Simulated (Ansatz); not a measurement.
The first iterations of a band of BrH + ClH5N2OZr (12 atoms, charge 0, multiplicity 1).

Method: Ansatz, RHF/def2-SVP.

```yaml
movable_images: 7
climbing_image: yes
spring: 5.0 eV/Å²
optimiser: quadratic models (default)
start_path: through a guess of the saddle point
force_threshold: 0.03 eV/Å
iteration_limit: 60
end_points: relaxed
```

First end point:

```xyz
12
Properties=species:S:1:pos:R:3
Zr 0.152 -0.056 -0.141
Cl 0.150 0.130 2.302
O 1.943 -0.355 -0.765
H 2.831 -0.340 -1.075
N -0.653 1.659 -0.897
H -1.481 1.724 -1.464
H -0.284 2.587 -0.775
N -1.016 -1.598 -0.756
H -1.981 -1.720 -0.493
H -0.732 -2.392 -1.303
Br -3.849 -0.417 2.217
H -2.540 -0.174 2.689
```

Last end point:

```xyz
12
Properties=species:S:1:pos:R:3
Zr -0.658 -0.556 -0.210
Cl 0.113 1.988 2.874
O 1.200 -0.892 0.123
H 2.104 -0.838 0.376
N -1.053 1.372 -0.727
H -1.476 1.704 -1.577
H -0.811 2.167 -0.160
N -1.220 -1.713 -1.780
H -2.153 -1.780 -2.152
H -0.634 -2.363 -2.276
Br -2.088 -1.162 1.906
H -0.784 1.120 3.141
```

| iteration | highest image above the first end (eV) | largest band force component (eV/Å) |
| --- | --- | --- |
| 1 | 3.995 | 18.244 |
| 2 | 1.814 | 2.232 |
| 3 | 1.358 | 1.274 |
| 4 | 1.085 | 1.243 |
| 5 | 0.793 | 0.869 |
| 6 | 0.694 | 0.772 |
| 7 | 0.699 | 0.588 |
| 8 | 0.718 | 0.650 |
| 9 | 0.688 | 0.511 |
| 10 | 0.717 | 0.755 |
| 11 | 0.714 | 0.792 |

Problem. Does the band converge within its limit, and where does its top end?

Solution. It converged. It ended after 33 iterations with the highest image 0.806 eV above the first end. A vibrational analysis at the climbing image gives one clearly imaginary mode, 1013i cm⁻¹: a first-order saddle point. The orbitals stay closed-shell, which can raise the energy where a bond breaks towards radicals; this wasn't checked here.

Time of the run: 8 min on 4 threads of Arm Neoverse V2, on a shared host, peak memory 0.48 GiB.
